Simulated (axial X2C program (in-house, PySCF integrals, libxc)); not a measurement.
# TaO⁻ at several levels of theory

Calculated with an axial X2C code built on PySCF integrals. Spin-free means the one-electron spin-free X2C Hamiltonian; two-component (2c) means X2C with spin–orbit coupling and atomic mean-field two-electron Coulomb and Gaunt terms, so the difference of the two also holds small scalar two-electron terms. Basis: Ta dyall-av3z [14s15p10d7f2g], O dyall-av3z [7s6p3d2f] (cores contracted in-house); Gaussian nuclei, density fitting, unrestricted open shells. Masses: Ta 180.948 u, O 15.995 u.

Input file and command:
```json
{
 "zs": [
  73,
  8
 ],
 "q": -1,
 "bas": [
  "dyall-av3z",
  "dyall-av3z"
 ],
 "levels": [
  "PBE0",
  "HF",
  "PBE",
  "PW91"
 ],
 "cc": false,
 "r0": 1.83,
 "npts": 10,
 "nst": 2,
 "ntry": 6
}
```
```bash
python so2c.py task.json out
```

Keys: zs atomic numbers; q charge; bas basis sets; levels methods; cc coupled cluster on or off; r0 starting distance in Å; npts points on the curve; nst determinants followed; ntry starts of the search. HF also brings MP2.

State, spin-free: M_S = 1, Λ = 0 (beyond evenly filled blocks: δ+α, δ-α); electrons by block: σα: 16, σβ: 16, π+α: 8, π+β: 8, π-α: 8, π-β: 8, δ+α: 4, δ+β: 3, δ-α: 4, δ-β: 3, φ+α: 1, φ+β: 1, φ-α: 1, φ-β: 1. Fragments: Ta + O- for PBE0, PBE, PW91; Ta- + O for HF.

State, 2c: Ω = 1 (⟨Sz⟩ = 0.99, ⟨Lz⟩ = 0.01 at PBE); electrons by block: 1/2: 24, -1/2: 24, 3/2: 11, -3/2: 12, 5/2: 5, -5/2: 4, 7/2: 1, -7/2: 1. Fragments: Ta + O-.

```
Hamiltonian  level  Re (Å)  ωe (cm⁻¹)  ωexe (cm⁻¹)  Be (cm⁻¹)  αe (cm⁻¹)  De (eV)  D0 (eV)  k (mdyn/Å)  μ (D)
  spin-free   PBE0   1.718      963.3         3.31     0.3887    0.00182     7.80     7.74        8.03  -0.70
  spin-free     HF   1.730      946.4         3.36     0.3833    0.00177      n/a      n/a        7.75   0.65
  spin-free    PBE   1.730      932.0         3.45     0.3832     0.0019     8.27     8.21        7.52  -0.82
  spin-free   PW91   1.730      933.5         3.45     0.3833     0.0019     8.29     8.24        7.55  -0.88
         2c    PBE   1.729      931.4         3.46     0.3836    0.00191      n/a      n/a        7.51  -0.81
         2c   PW91   1.729      932.9         3.46     0.3837    0.00191      n/a      n/a        7.54  -0.87
```

Dipoles are positive if O is the positive end and refer to the centre of mass.

Occupations by symmetry block were frozen at the best pattern of an incomplete PBE0 search. De is counted from the lowest determinant-based energies of the atoms at the same level, without counterpoise correction. De is not given where an atomic determinant may have missed its ground term or J level, or where the truncated virtual space spoils (T). Density functionals use the spin component along the axis (collinear). Other states lie close and PBE0, whose exact exchange favours high spin, may order them wrongly; the determinant shown need not be the ground state. The nearest other spin-free determinant of the search, M_S = 0, Λ = 4, lies 0.78 eV up at the distance of the search. The functionals have no current-density term, which raises determinants with orbital currents, atoms included. With several unpaired electrons one determinant need not be a pure state. Open-shell Ω = 0 determinants with evenly filled partner blocks cannot be reached by this program, so the Ω shown need not be the lowest component. At some level and bond length an empty orbital lies below a filled one. The highest occupied level of some functionals is positive through self-interaction error; at Hartree–Fock it is bound. The determinant is spin-polarised beyond a pure state at some levels (its spin-free form has ⟨S²⟩ too high), which makes Re and μ there less reliable.

No reliable constants came from HF (2c), MP2 (2c), MP2 (spin-free), PBE0 (2c): no minimum in range, unconverged points, a curve that is not smooth, a change of character along it, or the two Hamiltonians disagreeing along it.

Rough cost a point (2c) on 1 thread(s) of a shared host, integrals apart: PBE 1 s, PW91 1.1 s.
